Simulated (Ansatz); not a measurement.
Consider the atomization: `[SnH3][GeH]1[CH2][O]1` → C• + Ge• + 6 H• + O• + Sn•.

Computed with Ansatz on PBE0-D4/def2-TZVP structures; ΔE is electronic, products minus reactants. CCSD(T)/CBS adds triple-zeta CCSD(T) − MP2 to the extrapolated MP2 energy (def2 sets, frozen cores). This one scheme is used for every species, atoms too. For atomizations the MP2-based limit and the directly extrapolated one differ by several kJ/mol either way, and by 10 to 25 for some Ge, Se and Sn compounds, so smaller differences from it don't rank the levels. Functionals use def2-TZVPP. B3LYP here is the variant with VWN-RPA as its local correlation; programs differ in this. Open shells (•) are unrestricted, without spin–orbit coupling. Spin–orbit coupling would lower the free atoms: a little for C, O; clearly for Ge; strongly for Sn. Elements past krypton have def2 core potentials. Bonds to Ge, Sn are less sure, by a few kJ/mol each and by 10 to 20 or more in all where they break to atoms, as the def2 sets lack core-valence functions. Scalar relativity is left out up to krypton.

```json
{"level": "r2SCANh-D4", "ΔE (eV)": "30.40", "difference from CCSD(T)/CBS": "-0.40"}
{"level": "ωB97X-V", "ΔE (eV)": "30.77", "difference from CCSD(T)/CBS": "-0.03"}
{"level": "PBE-QIDH", "ΔE (eV)": "30.15", "difference from CCSD(T)/CBS": "-0.65"}
{"level": "PBE", "ΔE (eV)": "30.73", "difference from CCSD(T)/CBS": "-0.07"}
{"level": "revPBE", "ΔE (eV)": "29.53", "difference from CCSD(T)/CBS": "-1.27"}
{"level": "BLYP", "ΔE (eV)": "29.84", "difference from CCSD(T)/CBS": "-0.96"}
{"level": "r2SCAN", "ΔE (eV)": "30.61", "difference from CCSD(T)/CBS": "-0.19"}
{"level": "B3LYP", "ΔE (eV)": "29.96", "difference from CCSD(T)/CBS": "-0.84"}
{"level": "r2SCANh", "ΔE (eV)": "30.34", "difference from CCSD(T)/CBS": "-0.46"}
{"level": "BHLYP", "ΔE (eV)": "29.02", "difference from CCSD(T)/CBS": "-1.78"}
{"level": "LC-ωPBE", "ΔE (eV)": "30.23", "difference from CCSD(T)/CBS": "-0.57"}
{"level": "CCSD(T)/def2-SVP", "ΔE (eV)": "28.38", "difference from CCSD(T)/CBS": "-2.42"}
{"level": "HF/def2-TZVPP", "ΔE (eV)": "20.57", "difference from CCSD(T)/CBS": "-10.23"}
{"level": "CCSD/def2-TZVPP", "ΔE (eV)": "29.39", "difference from CCSD(T)/CBS": "-1.41"}
{"level": "SCS-MP2/def2-QZVPP", "ΔE (eV)": "30.54", "difference from CCSD(T)/CBS": "-0.26"}
{"level": "HF/CBS(def2)", "ΔE (eV)": "20.62", "difference from CCSD(T)/CBS": "-10.18"}
{"level": "CCSD(T)/CBS", "ΔE (eV)": "30.80", "difference from CCSD(T)/CBS": "0"}
```

Largest T1 diagnostic among the species: 0.015.

From PBE to PBE0 (25 % exact exchange), in def2-TZVPP and without D4, ΔE moves by −0.61 eV: exact exchange takes away binding that semilocal exchange gives to molecules. At CCSD(T), def2-SVP lies −2.43 eV from the extrapolated value and def2-TZVPP −0.82 eV: correlation converges slowly with the basis, and small sets miss more of it in the bonded molecule than in its fragments.
